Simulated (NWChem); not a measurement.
System: TiH$_{4}$O; SMILES [OH][TiH3]

NWChem printed, in part:

```
             Northwest Computational Chemistry Package (NWChem) 7.3.0
             --------------------------------------------------------

                             Geometry "geometry" -> ""
                             -------------------------

 Output coordinates in angstroms (scale by  1.889725989 to convert to a.u.)

  No.       Tag          Charge          X              Y              Z
 ---- ---------------- ---------- -------------- -------------- --------------
    1 Ti                  22.0000     0.00000000     0.00000000     0.47769500
    2 O                    8.0000     0.00000000     0.00000000    -1.24126000
    3 H                    1.0000     0.00000000     0.00000000    -2.20158700
    4 H                    1.0000     1.54164100     0.48203200     0.99215800
    5 H                    1.0000    -0.35336800    -1.57611700     0.99215800
    6 H                    1.0000    -1.18827300     1.09408400     0.99215800

 Effective nuclear repulsion energy (a.u.)      89.1562611149

                                 NWChem DFT Module
                                 -----------------

 Summary of "ao basis" -> "ao basis" (spherical)
 ------------------------------------------------------------------------------
       Tag                 Description            Shells   Functions and Types
 ---------------- ------------------------------  ------  ---------------------
 Ti                        def2-svpd                12       34   5s4p2d1f
 O                         def2-svpd                 9       23   4s3p2d
 H                         def2-svpd                 4        8   2s2p

            General Information
            -------------------
          SCF calculation type: DFT
          Wavefunction type:  closed shell.
          No. of atoms     :     6
          No. of electrons :    34
           Alpha electrons :    17
            Beta electrons :    17
          Charge           :     0
          Spin multiplicity:     1
          Use of symmetry is: off; symmetry adaption is: off
          Maximum number of iterations: 150
          AO basis - number of functions:    89
                     number of shells:    37
          Convergence on energy requested:  1.00D-06
          Convergence on density requested:  1.00D-05
          Convergence on gradient requested:  5.00D-04

              XC Information
              --------------
                         PBE0 Method XC Functional
                     Hartree-Fock (Exact) Exchange  0.250
          PerdewBurkeErnzerhof Exchange Functional  0.750
            Perdew 1991 LDA Correlation Functional  1.000 local
           PerdewBurkeErnz. Correlation Functional  1.000 non-local

             Grid Information
             ----------------
          Grid used for XC integration:  medium
          Radial quadrature: Mura-Knowles
          Angular quadrature: Lebedev.
          Tag              B.-S. Rad. Rad. Pts. Rad. Cut. Ang. Pts.
          ---              ---------- --------- --------- ---------
          Ti                  1.40      112          10.0       590
          O                   0.60       49          11.0       434
          H                   0.35       45          11.0       434
          Grid pruning is: on
          Number of quadrature shells:   341
          Spatial weights used:  Erf1

      Superposition of Atomic Density Guess
      -------------------------------------

 Sum of atomic energies:        -924.95014868

      Non-variational initial energy
      ------------------------------

 Total energy =    -924.826395
 1-e energy   =   -1444.110061
 2-e energy   =     430.127405
 HOMO         =      -0.314981
 LUMO         =       0.011747

   convergence    iter        energy       DeltaE   RMS-Dens  Diis-err
 ---------------- ----- ----------------- --------- --------- ---------
 d= 0,ls=0.0,diis     1   -926.2537680872 -1.02D+03  4.87D-02  1.78D+00
 d= 0,ls=0.0,diis     2   -913.7587021323  1.25D+01  3.49D-02  1.09D+02
 d= 0,ls=0.0,diis     3   -926.2695736375 -1.25D+01  5.76D-03  3.06D+00
 d= 0,ls=0.0,diis     4   -926.5337942200 -2.64D-01  2.91D-03  6.84D-01
 d= 0,ls=0.0,diis     5   -926.5748491071 -4.11D-02  3.24D-03  2.37D-01
  Resetting Diis
 d= 0,ls=0.0,diis     6   -926.6081878174 -3.33D-02  3.26D-04  1.10D-03
 d= 0,ls=0.0,diis     7   -926.6083086139 -1.21D-04  3.49D-04  1.97D-04
 d= 0,ls=0.0,diis     8   -926.6081927591  1.16D-04  2.53D-04  9.43D-04
 d= 0,ls=0.0,diis     9   -926.6083331868 -1.40D-04  3.06D-05  3.52D-05
 d= 0,ls=0.0,diis    10   -926.6083364614 -3.27D-06  9.27D-06  2.43D-06
 d= 0,ls=0.0,diis    11   -926.6083367202 -2.59D-07  3.16D-06  5.27D-08

[...]

                                NWChem TDDFT Module
                                -------------------

            General Information
            -------------------
           No. of orbitals :     178
            Alpha orbitals :      89
             Beta orbitals :      89
        Alpha frozen cores :       0
         Beta frozen cores :       0
     Alpha frozen virtuals :       0
      Beta frozen virtuals :       0
         Spin multiplicity :       1
    Number of AO functions :      89
        Use of symmetry is : off
      Symmetry adaption is : off
         Schwarz screening :  0.10D-07

              XC Information
              --------------
                  PBE0 Method XC Functional
              Hartree-Fock (Exact) Exchange   0.25
   PerdewBurkeErnzerhof Exchange Functional   0.75
     Perdew 1991 LDA Correlation Functional   1.00 local
    PerdewBurkeErnz. Correlation Functional   1.00 non-local

             TDDFT Information
             -----------------
          Calculation type : Tamm-Dancoff TDDFT
         Wavefunction type : Restricted singlets
          No. of electrons :      34
           Alpha electrons :      17
            Beta electrons :      17
              No. of roots :       8
          Max subspacesize :    5600
            Max iterations :     100
               Target root :       1
           Target symmetry : none
      Symmetry restriction : off
                 Algorithm : Optimal
        Davidson threshold :  0.10D-03

    8 smallest eigenvalue differences (eV)
--------------------------------------------------------
  No. Spin  Occ  Vir  Irrep   E(Occ)    E(Vir)   E(Diff)
--------------------------------------------------------
    1    1   17   18 a        -0.309    -0.087     6.045
    2    1   17   19 a        -0.309    -0.087     6.045
    3    1   16   18 a        -0.309    -0.087     6.045
    4    1   16   19 a        -0.309    -0.087     6.045
    5    1   15   18 a        -0.330    -0.087     6.625
    6    1   15   19 a        -0.330    -0.087     6.625
    7    1   17   20 a        -0.309    -0.065     6.633
    8    1   16   20 a        -0.309    -0.065     6.633
--------------------------------------------------------

  Entering Davidson iterations
  Restricted singlet excited states

  Iter   NTrls   NConv    DeltaV     DeltaE      Time
  ----  ------  ------  ---------  ---------  ---------
    1      8       0     0.15E+00   0.10+100       13.5
    2     16       0     0.43E-01   0.17E-01        8.5
    3     24       0     0.18E-01   0.22E-02        9.0
    4     32       0     0.67E-02   0.39E-03        8.9
    5     40       1     0.27E-02   0.86E-04        8.9
    6     47       5     0.72E-03   0.11E-04        8.4
    7     50       7     0.11E-03   0.50E-06        6.3
    8     51       8     0.67E-04   0.12E-07        5.1
  ----  ------  ------  ---------  ---------  ---------
  Convergence criterion met

  Ground state a        -926.608336720165 a.u.

  ----------------------------------------------------------------------------
  Root   1 singlet a              0.128797878 a.u.                3.5048 eV
  ----------------------------------------------------------------------------
     Transition Moments    X -0.00002   Y  0.00000   Z -0.00001
     Dipole Oscillator Strength                    0.0000000000
     Electric Quadrupole                           0.0000000000
     Magnetic Dipole                               0.0000071036
     Total Oscillator Strength                     0.0000071037

     Occ.   16  a   ---  Virt.   18  a       -0.16961
     Occ.   16  a   ---  Virt.   19  a        0.68166
     Occ.   17  a   ---  Virt.   18  a       -0.68180
     Occ.   17  a   ---  Virt.   19  a       -0.16949
  ----------------------------------------------------------------------------
  Root   2 singlet a              0.135488952 a.u.                3.6868 eV
  ----------------------------------------------------------------------------
     Transition Moments    X -0.05804   Y  0.01592   Z -0.00000
     Dipole Oscillator Strength                    0.0003271914
     Electric Quadrupole                           0.0000000218
     Magnetic Dipole                               0.0000023217
     Total Oscillator Strength                     0.0003295349

     Occ.   16  a   ---  Virt.   18  a       -0.61107
     Occ.   16  a   ---  Virt.   19  a        0.33284
     Occ.   16  a   ---  Virt.   20  a        0.07364
     Occ.   16  a   ---  Virt.   21  a       -0.07596
     Occ.   17  a   ---  Virt.   18  a        0.33287
     Occ.   17  a   ---  Virt.   19  a        0.61108
     Occ.   17  a   ---  Virt.   22  a        0.07597
  ----------------------------------------------------------------------------
  Root   3 singlet a              0.135490099 a.u.                3.6869 eV
  ----------------------------------------------------------------------------
     Transition Moments    X  0.01591   Y  0.05806   Z -0.00000
     Dipole Oscillator Strength                    0.0003273832
     Electric Quadrupole                           0.0000000218
     Magnetic Dipole                               0.0000023217
     Total Oscillator Strength                     0.0003297267

[...]
```

Level: PBE0/def2-SVPD, TDA. Coordinates come from a PBE0/def2-SVP optimisation.

Q: Which NWChem input produces such a log?

A: One answer among several that fit: the input that was run:
```
start job
memory heap 200 mb stack 900 mb global 1100 mb
geometry units angstroms noautosym nocenter noautoz
  Ti     0.000000     0.000000     0.477695
  O      0.000000     0.000000    -1.241260
  H      0.000000     0.000000    -2.201587
  H      1.541641     0.482032     0.992158
  H     -0.353368    -1.576117     0.992158
  H     -1.188273     1.094084     0.992158
end
basis spherical
  Ti library def2-svpd
  O library def2-svpd
  H library def2-svpd
end
dft
  xc pbe0
  iterations 150
end
tddft
  cis
  nroots 8
  notriplet
end
task tddft energy
```
